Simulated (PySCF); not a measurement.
## Electron correlation in Ca (calcium, neutral)

[Ar] 4s1 4p1, high-spin 3P determinant (an excited configuration). Calculation: PySCF 2.14, in aug-cc-pwCVTZ-X2C with one added diffuse shell each of s, p, d, f type (10s9p7d4f, 100 functions); scalar relativity by spin-free X2C-1e. Frozen: [Ar]; 2 electrons correlated.

With two correlated electrons CCSD is exact within the correlated space (frozen core and kept virtual orbitals).

```csv
level,correlation energy (mhartree)
CCSD,-4.00
```

Diagnostics: T1 = 0.013, D1 = 0.0238, largest double amplitude 0.054.

Problem. Is a single reference adequate?

Solution. Yes: T1 lies below 0.03 and no double amplitude reaches 0.07.
